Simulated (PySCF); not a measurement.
FeCl3, SMILES [Cl][Fe]([Cl])[Cl] (connectivity only; charge and spin as stated), neutral, multiplicity 6.

Coordinates come from a PBE0-D3(BJ)/def2-SVP optimisation. The spin state was assumed, not searched. The isomer is the one that the SMILES or the coordinates give; other isomers of the formula were not compared.

These are PBE0-D3(BJ)/def2-SVP (PySCF) values and carry that method's errors.

Frequencies are harmonic and unscaled.

Modes within 1.5 cm⁻¹ of each other (mostly degenerate sets) share a row, with their intensities summed.

**Question.** Give all harmonic wavenumbers and intensities. (An estimate is asked for; the answer gives what the named calculation found.)

**Answer.** 
| mode | ν (cm⁻¹) | IR (km/mol) | moving atoms (share of kinetic energy) |
|---|---|---|---|
| 1 | 91 | 24.4 | Fe 66 %, Cl 34 % |
| 2–3 | 107 | 3.2 | Cl 84 %, Fe 16 % |
| 4 | 361 | 0.0 | Cl 100 % |
| 5–6 | 474 | 201.0 | Cl 50 %, Fe 50 % |
